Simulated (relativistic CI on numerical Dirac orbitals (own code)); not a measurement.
# Hyperfine structure of Cl VI, mass number 35

Calculated at this level of theory: Dirac-Coulomb-Breit CI, KLI orbitals optimised for each configuration, QED by a radiative potential, valence Slater integrals scaled by 0.85, P86 correlation energy added to each configuration (own radial code, finite nucleus).

Configuration list (outside the closed core [Ne]): 3s², 3s3p, 3p², 3s3d, 3d², 3p3d, 3p4s, 3s4s, 3s4p, 3s4d, 3d4s, 3s4f, 3s5s, 3s5p, 3s5d, 4s². Levels of other configurations are missing.

Nuclear spin I = 3/2, μ = 0.8217 μN, Q = -0.0817 b (tables of Stone and Pyykkö). The electronic factors are computed for point nuclear moments, without core polarisation or the Bohr-Weisskopf and QED corrections.

| Level | E (cm⁻¹) | A (MHz) | B (MHz) |
| --- | --- | --- | --- |
| 3s3p ³P°1 | 97439.4 | 2734 | 53 |
| 3s3p ³P°2 | 98578.9 | 2198 | -105 |
| 3s3p ¹P°1 | 145150.9 | 558.4 | -97.3 |
| 3p² ¹D2 | 229989.7 | 596.4 | -162 |
| 3p² ³P1 | 235110.3 | -11.55 | -51.5 |
| 3p² ³P2 | 236307.0 | 394 | 101 |
| 3s3d ³D1 | 280191.2 | -1804 | -4.47 |
| 3s3d ³D2 | 280200.7 | 703 | -6.38 |

Levels with J = 0, under 50 % of one LS term, or S terms without an open s electron are left out. Small factors come from cancelling terms and can be off by tens of per cent or more.

At this charge configurations can still be misplaced by up to about 7 % of their energy.

**Question.** Give the hyperfine levels of 3s3p ³P°1 relative to its centre of gravity.

**Answer.** With K = F(F + 1) − I(I + 1) − J(J + 1), E = AK/2 + B[¾K(K + 1) − I(I + 1)J(J + 1)]/[2I(2I − 1)J(2J − 1)]: F = 1/2: -6769, F = 3/2: -2787, F = 5/2: 4115 MHz.
